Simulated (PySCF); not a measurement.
## Ar²⁺ (argon, charge +2): UHF calculation

Configuration: [Ne] 3s1 3p4 4s1, high-spin 5P determinant (an excited configuration). Computed with PySCF 2.14 in aug-cc-pwCVTZ (8s7p5d3f, 75 functions), with the non-relativistic Hamiltonian (point nucleus).

- Total energy: -523.983461 hartree
- One-electron energy: -703.3862 hartree
- Hartree (Coulomb) energy: 208.5982 hartree
- Exchange energy: -29.1954 hartree
- Kinetic energy: 523.98431 hartree
- ⟨S²⟩: 6.0021
- ⟨L²⟩: 2.018
- Sum of ⟨r⟩: 13.63 bohr
- Sum of ⟨r²⟩: 25.90 bohr²
- Traceless quadrupole moment −½Σ⟨3z² − r²⟩ along its main axis: -0.643 e·bohr²
- Density at the nucleus (Gaussians lack the cusp): 3780 bohr⁻³
- Spin density at the nucleus: 21.2 bohr⁻³
- Langevin diamagnetic susceptibility: -20.5 ×10⁻⁶ cm³/mol

```tsv
shell	electrons	mean orbital energy (eV)	spread (eV)	rms radius, mean of both spins (bohr)
1s α	1	-3269.6	0	0.0998
1s β	1	-3267.5	0	0.0998
2s α	1	-376.09	0	0.448
2s β	1	-373.37	0	0.448
2p α	3	-301.47	0.894	0.417
2p β	3	-298.97	0.878	0.417
3s α	1	-72.376	0	1.37
3p α	3	-51.387	2.349	1.52
3p β	1	-43.495	0	1.52
4s α	1	-18.588	0	3.64
```

The outer electron is Rydberg-like, and this basis confines it to a smaller radius and binds it less than a complete one would.

Spin-orbit constants ζ (cm⁻¹) from the X2C one-electron operator on these orbitals (non-relativistic here): bare nucleus, nucleus screened by l(l+1)(2l+1)/3 electrons, and screened by the Breit-Pauli mean field of the electrons.

```csv
shell,bare,screened nucleus,mean field
2p,12940,11500,10840
3p,1337,1189,1111
```

To first order the Landé constant is A = -277.8 cm⁻¹, so the lowest level has J = 3 and lies 0.0689 eV below the centre of the term. This holds in LS coupling only.
